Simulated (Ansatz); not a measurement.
Start from `B[SiH](F)I` and change one atom or group to get `F[SiH](S)I`.

Ansatz, PBE0-D4/def2-TZVP geometries, multiplicity 1. Each molecule was computed in one conformer, which needn't be the lowest. `B[SiH](F)I` holds a close contact that its SMILES doesn't draw: I···B 2.62 Å.

Elements past krypton have def2 core potentials.  Spin–orbit coupling is left out; it splits and shifts lone-pair levels of the heavy atoms by tenths of an eV.

| property | `B[SiH](F)I` |
| --- | --- |
| size of the dipole moment (ωB97M-V/def2-TZVPP) / D | 1.13 |
| size of the dipole moment (B3LYP/def2-TZVPP) / D | 1.08 |
| HOMO energy (PBE/def2-TZVPP) / eV | -6.87 |
| zero-point energy (PBE0-D4/def2-TZVP) / kJ/mol | 87.7 |
| size of the dipole moment (PBE/def2-TZVPP) / D | 0.97 |
| HOMO–LUMO gap (ωB97M-V/def2-TZVPP) / eV | 10.20 |

(1) What does the change do to each property? (An estimate is asked.)

## Answers

(1) Ansatz gave: 
```json
{"property": "size of the dipole moment (ωB97M-V/def2-TZVPP) / D", "`F[SiH](S)I`": "0.79", "shift": "-0.34"}
{"property": "size of the dipole moment (B3LYP/def2-TZVPP) / D", "`F[SiH](S)I`": "0.81", "shift": "-0.27"}
{"property": "HOMO energy (PBE/def2-TZVPP) / eV", "`F[SiH](S)I`": "-6.64", "shift": "0.23"}
{"property": "zero-point energy (PBE0-D4/def2-TZVP) / kJ/mol", "`F[SiH](S)I`": "59.2", "shift": "-28.5"}
{"property": "size of the dipole moment (PBE/def2-TZVPP) / D", "`F[SiH](S)I`": "0.77", "shift": "-0.20"}
{"property": "HOMO–LUMO gap (ωB97M-V/def2-TZVPP) / eV", "`F[SiH](S)I`": "10.86", "shift": "0.66"}
```

With PBE0 the HOMO rises by 0.17 eV and the LUMO rises by 0.66 eV, so the gap widens by about 0.49 eV. PBE moves the HOMO by 0.23 eV and ωB97M-V by 0.11 eV. The zero-point energy changes by -28.5 kJ/mol with -3 modes. Dipoles are sizes alone; their direction can turn.

B3LYP here is the variant with VWN-RPA as its local correlation; programs differ in this.
